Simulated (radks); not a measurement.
Species: the antimony ion Sb4+. Configuration: [Kr] 4d10 5s1. All-electron calculation, Dirac Kohn-Sham, BP86, spin-unpolarised, spherical densities, finite nucleus; Fermi nuclear charge, rms radius 4.6802 fm. Program: a radial shooting solver on a logarithmic mesh with Libxc functionals.

Unscreened Slater integrals over Kohn-Sham orbitals (eV). Large and small components are both included.

\begin{tabular}{lr}
integral & value \\ \hline
F0(5s1/2,5s1/2) & 12.601 \\
F0(5s1/2,4d5/2) & 15.192 \\
G2(5s1/2,4d5/2) & 2.1724 \\
F0(5s1/2,4d3/2) & 15.220 \\
G2(5s1/2,4d3/2) & 2.1073 \\
F0(5s1/2,4p3/2) & 15.568 \\
G1(5s1/2,4p3/2) & 1.2004 \\
F0(4d5/2,4d5/2) & 24.178 \\
F2(4d5/2,4d5/2) & 12.213 \\
F4(4d5/2,4d5/2) & 8.0748 \\
F0(4d5/2,4d3/2) & 24.318 \\
F2(4d5/2,4d3/2) & 12.280 \\
G2(4d5/2,4d3/2) & 12.270 \\
G4(4d5/2,4d3/2) & 8.1136 \\
F0(4d5/2,4p3/2) & 26.065 \\
F2(4d5/2,4p3/2) & 13.190 \\
G1(4d5/2,4p3/2) & 16.773 \\
G3(4d5/2,4p3/2) & 10.358 \\
F0(4d3/2,4d3/2) & 24.460 \\
F2(4d3/2,4d3/2) & 12.351 \\
F0(4d3/2,4p3/2) & 26.241 \\
F2(4d3/2,4p3/2) & 13.307 \\
G1(4d3/2,4p3/2) & 16.938 \\
G3(4d3/2,4p3/2) & 10.466 \\
F0(4p3/2,4p3/2) & 28.467 \\
F2(4p3/2,4p3/2) & 14.934 \\
\end{tabular}
